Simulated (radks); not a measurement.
Results of a calculation; reference values are marked as such.
Problem. Valence configurations of Er IV (all share [Xe]). Code: a radial shooting solver on a logarithmic mesh with Libxc functionals. Model: Dirac Kohn-Sham, PBE, spin-unpolarised, spherical densities, finite nucleus; open shells fill j = l - 1/2 first; Fermi nuclear charge, rms radius 5.2516 fm. Order these by energy: 4f9 6s1 6p1; 4f11; 4f9 6s2; 4f10 5d1; 4f10.5 5d0.5; 4f10 6s1; 4f10 6p1; 4f10.5 6s0.5; 4f8.5 6s0.5 6p2.

Solution. From the lowest, in eV above it: 4f11 0.000; 4f10.5 5d0.5 5.395; 4f10.5 6s0.5 6.487; 4f10 5d1 12.133; 4f10 6s1 15.051; 4f10 6p1 20.573; 4f9 6s2 38.992; 4f9 6s1 6p1 44.971; 4f8.5 6s0.5 6p2 67.097. NIST lists [Xe] 4f11 as the ground configuration; this level of theory agrees among the configurations tried. The energies are those of spherical spin-averaged densities, not of single terms.
